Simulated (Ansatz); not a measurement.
System: C$_{2}$H$_{8}$NSi, charge 0, multiplicity 2. It need not be the lowest isomer of its formula. 
Geometry from a B3LYP-D3(BJ)/def2-TZVP (Ansatz, a first-principles code) optimisation:
```xyz
12

Si     0.3981     0.0729    -0.1710
C     -0.6279    -1.0339    -1.3012
C     -0.4908     1.6976     0.1833
N      0.5568    -0.7603     1.3476
H     -0.7637    -0.5680    -2.2789
H     -1.6144    -1.2104    -0.8614
H     -0.1464    -2.0010    -1.4590
H     -1.4784     1.5011     0.6122
H     -0.6210     2.2748    -0.7339
H      0.0701     2.3157     0.8870
H      0.9338    -0.2704     2.1457
H      0.8610    -1.7229     1.3563
```
Charge 0, spin multiplicity 2.

Dipole moments at this geometry, in debye (magnitudes).

| level | program | dipole (D) |
|---|---|---|
| SVWN5/def2-TZVPD | Ansatz | 0.89 |
| PBE/def2-TZVPD | Ansatz | 0.86 |
| r2SCAN/def2-TZVPD | Ansatz | 0.82 |
| B3LYP/def2-TZVPD | Ansatz | 0.78 |
| BHLYP/def2-TZVPD | Ansatz | 0.70 |
| r2SCANh/def2-TZVPD | Ansatz | 0.79 |
| r2SCAN0/def2-TZVPD | Ansatz | 0.75 |
| HSE06/def2-TZVPD | Ansatz | 0.78 |
| wB97M-V/def2-TZVPD | Ansatz | 0.75 |
| CCSD(T)/aug-cc-pV(D+d)Z | Ansatz | 0.76 |
